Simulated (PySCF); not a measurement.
Correlation energy of Al⁻ (aluminium, charge -1)

[Ne] 3s2 3p2, high-spin 3P determinant. Computed with PySCF 2.14 in aug-cc-pCVTZ-DK (8s7p5d3f, 75 functions), with the spin-free X2C one-electron Hamiltonian (Gaussian nucleus). Frozen: [Ne]; 4 electrons correlated.

```csv
level,correlation energy (mhartree)
CCSD,-64.44
(T),-3.04
CCSD(T),-67.48
```

Diagnostics: T1 = 0.018, D1 = 0.0417, largest double amplitude 0.093.

Question: Is a single reference adequate?

Answer: Mostly. T1 lies below 0.03, but a double amplitude of this size points to a near-degeneracy that CCSD handles and MP2 describes poorly.
